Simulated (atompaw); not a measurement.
**An all-electron radial function and its pseudo partner (osmium)**

Columns: radius, all-electron u(r) and pseudo u(r) of the 5d shell (level -7.92 eV) of osmium in the configuration [Xe] 4f14 5d6 6s1 6p1; PBE, scalar-relativistic, PAW (atompaw) scheme, atompaw 4.2.0.5.

| r (bohr) | all-electron | pseudo |
| --- | --- | --- |
| 0.092 | 0.2355 | 0.0014 |
| 0.185 | 0.0719 | 0.0112 |
| 0.277 | -0.2532 | 0.0362 |
| 0.369 | -0.3739 | 0.0807 |
| 0.462 | -0.2924 | 0.1470 |
| 0.554 | -0.1084 | 0.2316 |
| 0.646 | 0.1028 | 0.3299 |
| 0.738 | 0.3001 | 0.4349 |
| 0.831 | 0.4675 | 0.5395 |
| 0.923 | 0.5966 | 0.6333 |
| 1.015 | 0.6908 | 0.7111 |
| 1.108 | 0.7551 | 0.7694 |
| 1.200 | 0.7931 | 0.8054 |
| 1.292 | 0.8110 | 0.8214 |
| 1.385 | 0.8133 | 0.8205 |
| 1.477 | 0.8037 | 0.8074 |
| 1.569 | 0.7856 | 0.7866 |
| 1.662 | 0.7611 | 0.7611 |
| 1.754 | 0.7327 | 0.7327 |
| 1.846 | 0.7017 | 0.7017 |
| 1.938 | 0.6691 | 0.6691 |
| 2.031 | 0.6356 | 0.6356 |
| 2.123 | 0.6024 | 0.6024 |
| 2.215 | 0.5697 | 0.5697 |
| 2.308 | 0.5374 | 0.5374 |
| 2.400 | 0.5064 | 0.5064 |

(1) How many radial nodes do the two functions have?

(2) At about which radius was the pseudo-wave matched?

(3) Is the pseudo-wave norm-conserving?

## Answers

(1) The all-electron 5d function has n − l − 1 = 2; the pseudo-wave has 0, since the states of the same l below it are removed with the core.

(2) 1.70 bohr, where the columns begin to agree (steps of 0.09 bohr).

(3) No, it belongs to a PAW set: the norm inside the radius is not constrained, and the difference is carried by the augmentation charge.
